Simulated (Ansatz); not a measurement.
Consider the formal exchange of groups at the Se–Si bond: `C[Se][SiH2]S` + `OBO` → `C[Se]B(O)O` + `[SiH3]S`.

Program: Ansatz. Geometries: PBE0-D4/def2-TZVP. ΔE: electronic, gas phase. CBS: MP2 limit from def2 TZ/QZ plus the TZ coupled-cluster correction, frozen cores. This one scheme is used for every species. Functionals use def2-TZVPP. For Se outer-core shells are correlated without core-valence functions, which leaves a few kJ/mol of doubt a bond. Scalar relativity is left out up to krypton. Each species was taken in one conformer, which may not be the lowest.

`C[Se][SiH2]S`:

```xyz
10

C     1.241   -1.288   -0.104
Se    0.846   -0.014    1.328
Si   -0.502    1.344    0.125
S    -2.170    0.330   -0.747
H     0.312   -1.644   -0.544
H     1.774   -2.117    0.358
H     1.870   -0.820   -0.859
H     0.187    1.923   -1.055
H    -0.917    2.409    1.071
H    -2.641   -0.125    0.427
```

`OBO`:

```xyz
6

O     0.329    1.015    0.237
B     0.131   -0.323    0.063
O    -0.969   -0.749   -0.600
H     1.133    1.218    0.717
H     0.900   -1.142    0.477
H    -1.524   -0.019   -0.893
```

`C[Se]B(O)O`:

```xyz
10

C    -1.008   -1.123   -1.067
Se   -0.678    0.794   -0.936
B     0.566    0.775    0.577
O     0.897   -0.412    1.148
O     1.106    1.926    1.073
H    -1.445   -1.484   -0.139
H    -0.075   -1.642   -1.271
H    -1.704   -1.265   -1.890
H     1.511   -0.296    1.880
H     0.830    2.727    0.625
```

`[SiH3]S`:

Z-matrix (Å, degrees):
```
Si
S 1 2.137
H 1 1.485 2 111.6
H 1 1.485 2 111.6 3 -122.0
H 1 1.482 2 104.8 3 119.0
H 2 1.344 1 94.7 3 60.9
```

```tsv
level	ΔE (kcal/mol)
PBE-D4	5.3
HF/def2-QZVPP	3.5
```

**Question.** What does CCSD(T)/CBS give? (An estimate is asked.)

**Answer.** The calculation gave: +4.8 kcal/mol. The listed levels differ from it by 0.5, -1.3 kcal/mol.

Largest T1 diagnostic among the species: 0.013.

The D4 term adds +1.0 kcal/mol with B3LYP and +0.6 kcal/mol with PBE0; it sums over pairs of atoms, weighted by their polarisabilities, and B3LYP, whose exchange is more repulsive, gets the larger term.

B3LYP here is the variant with VWN-RPA as its local correlation; programs differ in this.
